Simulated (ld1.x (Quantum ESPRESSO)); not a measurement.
# Configuration tests for V (Z = 23) (PAW)

```json
{"Element": "V", "Generator": "ld1.x (Quantum ESPRESSO) 7.5", "Type": "PAW", "Functional": "Wu–Cohen", "Relativity": "scalar-relativistic", "Frozen core": "[Ar]", "Valence charge": "5", "Reference configuration": "3d3 4s2 4p0", "Partial waves": "4s (bound): rcut 2.15, rcutus 2.75 bohr; 4s channel at 0.55 Ry: rcut 2.15, rcutus 2.75 bohr; 4p (bound, empty): rcut 3.55, rcutus 4.05 bohr; 4p channel at 2.5 Ry: rcut 3.55, rcutus 4.05 bohr; 3d (bound): rcut 1.45, rcutus 2.05 bohr; 3d channel at 1.95 Ry: rcut 1.45, rcutus 2.05 bohr", "Local potential": "all-electron potential smoothed inside 1.65 bohr (lloc = -2)", "Core correction": "a·sin(br)/r model core, default radius (ld1.x builds one for every PAW set, though the input has nlcc=.false.)", "Augmentation charge": "PSQ, radius 1.40 bohr"}
```

Energies are relative to the spin-unpolarised reference configuration 3d3 4s2 4p0; without spin polarisation the order of configurations can differ from experiment. Not all tests gave a result: test run stopped at test 5 of 7 (negative rho).

Give the all-electron excitation energy and the error of the potential for: 3d3 4s1 4p0; 3d3 4s0 4p0; 3d2 4s0 4p0; 3d1 4s0 4p0.

```
valence configuration  charge  ΔE all-electron (eV)  error AE − PS (meV)
          3d3 4s1 4p0      +1                 7.759                 -3.3
          3d3 4s0 4p0      +2                21.912                 +8.6
          3d2 4s0 4p0      +3                50.793                 -525
          3d1 4s0 4p0      +4                96.681                -2789
```

These tests converged, but a pseudo level misses the all-electron one widely, so the file describes the atom poorly there or has found another state: 3d1 4s0 4p0: empty 4s by 4.5 eV (a node warning on the way).
